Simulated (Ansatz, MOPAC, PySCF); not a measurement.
Dimer: aminoborane (SMILES BN) (first 6 atoms) with aminoborane (SMILES BN); geometry from B3LYP-D3(BJ)/def2-TZVP, rigid monomers moved along the line of their centres of mass till H5···N8 is 2.81 Å.
(charge 0, multiplicity 1):
```tsv
atom	x (Å)	y (Å)	z (Å)
B	-0.7839	0.3552	-0.2907
N	0.4300	-0.1995	0.0779
H	-1.0886	0.4051	-1.4420
H	-1.5094	0.7811	0.5601
H	0.7315	-0.2696	1.0382
H	1.0855	-0.5799	-0.5849
B	0.2596	-0.7178	4.3674
N	-0.0026	0.4450	3.6537
H	-0.4514	-1.6622	4.2135
H	1.1993	-0.7465	5.1013
H	0.5403	1.2876	3.7540
H	-0.7925	0.5547	3.0361
```

Interaction energies are E(AB) − E(A) − E(B) at the monomers' geometry in the complex; basis-set methods are counterpoise corrected. Rows marked so take none.

Cores are frozen in the correlated methods. Rows in 6-311+G**, 6-31G*, STO-3G carry no dispersion term and start afresh at each structure (6-31G* with six Cartesian d functions). The state reached by AM1, PM3, PM7 isn't checked; PM7 holds dispersion and hydrogen-bond terms.

The values were computed with Ansatz (an electronic-structure program) with Gaussian orbitals; MOPAC for AM1, PM3, PM7 (differences of heats of formation); PySCF for 6-311+G** rows, 6-31G* rows, STO-3G rows, the dispersion terms. Values without a source in brackets are computed.

Other levels give for the interaction energy: PBE/def2-TZVPPD -80.4; B3LYP/def2-TZVPPD -52.2; B3LYP-D3(BJ)/def2-TZVPPD -105.0; wB97M-V/def2-TZVPPD -96.9; CCSD(T)/aug-cc-pVDZ -93.3 meV.

**Question.** What do these common cheap choices give for the same quantity: AM1, PM3, PM7, HF/STO-3G (no counterpoise), HF/6-31G*, B3LYP/6-31G*, B3LYP/6-311+G** (no counterpoise), M06-2X/6-31G* (no counterpoise)?

**Answer.** AM1 -24.3; PM3 -20.5; PM7 -141.5; HF/STO-3G (no counterpoise) -31.5; HF/6-31G* -47.5; B3LYP/6-31G* -68.8; B3LYP/6-311+G** (no counterpoise) -55.7; M06-2X/6-31G* (no counterpoise) -128.3 meV. They span -141.5 to -20.5 meV.
